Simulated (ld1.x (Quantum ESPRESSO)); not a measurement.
# platinum: one change to an ultrasoft potential, before and after

- Element: platinum
- Generator: ld1.x (Quantum ESPRESSO) 7.5
- Type: ultrasoft
- Functional: PW91
- Relativity: scalar-relativistic
- Frozen core: [Xe] 4f14
- Valence charge: 10
- Reference configuration: 5d9 6s0.5 6p0 (charge +0.5)
- Partial waves: 6s (bound): rcut 1.85, rcutus 2.55 bohr; 6s channel at 0.5 Ry: rcut 1.85, rcutus 2.55 bohr; 6p (bound, empty): rcut 2.55, rcutus 2.90 bohr; 6p channel at 0.4 Ry: rcut 2.55, rcutus 2.90 bohr; 5d (bound): rcut 1.40, rcutus 1.55 bohr; 5d channel at 0.1 Ry: rcut 1.40, rcutus 1.55 bohr
- Local potential: all-electron potential smoothed inside 1.65 bohr (lloc = -2)
- Core correction: a·sin(br)/r model core inside 1.25 bohr
- Augmentation charge: PSQ, inside the norm-conserving radii

All-electron outer shells of the reference configuration (PW91, scalar-relativistic, ld1.x):

```
shell  level (eV)  outermost node (bohr)  outermost maximum (bohr)
   5p      -60.09                   0.53                      0.98
   5d      -10.15                   0.57                      1.26
   6s       -9.24                   1.14                      2.32
   6p       -3.68                   1.36                      3.30
```

Change: all radii but the core radius scaled by about 1.35 (s 3.44, p 3.90, d 2.08 bohr, rcut 2.48/3.44/1.88); local potential all-electron potential smoothed inside 2.22 bohr (lloc = -2).

Cutoffs: the cutoffs (Ry, on a coarse ladder) from which the occupation-weighted sum of valence levels, in a spherical-Bessel basis at the reference potential, stays within 10 and 1 mRy of its value at 400 Ry; they do not see the model core or the augmentation charge, which bear on the density cutoff. Errors are all-electron minus pseudo energies relative to the spin-unpolarised reference configuration.

Question: What does the change do?

Answer: The potential gets softer (45 Ry and 80 Ry → 25 Ry and 40 Ry); of the 7 tests that both files solve, the error grows in 3 and shrinks in 3 by more than 15 % and 0.3 meV (median size 21.2 → 34.0 meV); neither file shows a bound ghost. A larger radius leaves more room for a smooth pseudo-wave, so fewer plane waves are needed.

| quantity | base | changed |
| --- | --- | --- |
| cutoff, loose | 45 Ry | 25 Ry |
| cutoff, tight | 80 Ry | 40 Ry |
| loose cutoff by channel (10 mRy a level) | s 6 Ry, d 35 Ry | s 6 Ry, d 21 Ry |
| bound ghosts | none | none |
| error for 5d9 6s1 6p0, meV [ΔE -3.73 eV] | +1.0 | -4.7 |
| error for 5d9 6s0 6p0, meV [ΔE 5.54 eV] | -3.1 | -10 |
| error for 5d8 6s0 6p0, meV [ΔE 25.58 eV] | -46 | -34 |
| error for 5d7 6s0 6p0, meV [ΔE 57.88 eV] | -244 | -151 |
| error for 5d8 6s1 6p0, meV [ΔE 7.50 eV] | -21 | -34 |
| error for 5d6 6s0 6p0, meV [ΔE 103.62 eV] | -731 | -546 |
| error for 5d9.5 6s0.5 6p0, meV [ΔE -3.85 eV] | -3.1 | -3.4 |
| lowest overlap eigenvalue by channel | s 0.34, p 0.47, d 0.88 | s 0.35, p 0.52, d 0.98 |
